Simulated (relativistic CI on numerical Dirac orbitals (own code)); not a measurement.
Method of calculation: Dirac-Coulomb-Breit CI, separate exchange-only KLI orbitals for each configuration, model QED, unscaled Slater integrals (own radial code, finite nucleus).

The strongest absorption lines from the ground level of an ion, among the configurations computed and to levels below about 779 eV (vacuum wavelength in nm, gf): 1.5936 (0.051), 1.5940 (0.026), 1.7741 (0.12), 1.7751 (0.061), 2.3510 (0.47), 2.3551 (0.24), 35.258 (0.12), 38.738 (0.052).

Which ion is it?
A. S¹³⁺
B. Ar¹⁵⁺
C. Si¹¹⁺
D. Ti¹⁹⁺

B. Ar¹⁵⁺ has 3 electrons and the ground level 2s 2S_1/2; the strongest line goes to 3p 2P°_3/2. The pattern of lines fixes the number of electrons, and along that sequence the line energies rise steadily with the charge (about as its square where n changes within one kind of shell, about linearly where n is kept but much faster in heavy ions where fine structure, which grows about as Z⁴, sets the gap, and irregularly where shells cross), which fixes Z. Configurations outside the model, such as inner-shell arrays, can give stronger lines. At this charge energies of transitions that change n are usually good to better than 1 %, and those within a shell (Δn = 0) to a few per cent.
